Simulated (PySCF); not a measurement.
Gd⁴⁴⁺: ionisation energy

Gd⁴⁴⁺ [Ar] 3d2 [3d3/2^2, M_J = 2] → Gd⁴⁵⁺ [Ar] 3d1 [3d3/2^1, M_J = 3/2], as a difference of total energies. All numbers are calculated (PySCF 2.14, the two-component X2C-1e Hamiltonian, in an uncontracted even-tempered set (16 s from 10 bohr⁻², ratio 2.8; 12 p from 13 bohr⁻², ratio 2.8; 8 d from 13 bohr⁻², ratio 2.8; 3 f from 42 bohr⁻², ratio 3)). Correlated levels: [Ne] frozen; the 74 highest virtual spinors dropped. "Screened" scales the spin-orbit matrix elements by Boettger's factors to mimic the two-electron term; Breit and QED terms are absent.

| method | ionisation energy (eV) |
| --- | --- |
| GHF (spin-free) | 3528.6 |
| GMP2 (spin-free) | 3528.1 |
| GHF (screened spin-orbit) | 3547.6 |
| GMP2 (screened spin-orbit) | 3547.3 |

Breit and QED terms and the two-electron picture change are absent.

The spin-free rows relax to the high-spin LS determinant and lack the spin-orbit shift.

The labels give the starting determinants; with spin-orbit coupling the two ends relaxed to ⟨J²⟩ = 6.03, ⟨L²⟩ = 10.25, ⟨S²⟩ = 1.54 and ⟨J²⟩ = 3.75, ⟨L²⟩ = 6.03, ⟨S²⟩ = 0.78.

For comparison: 3546 ± 4 eV (theoretical estimate listed by NIST; NIST Atomic Spectra Database, ionization energies).
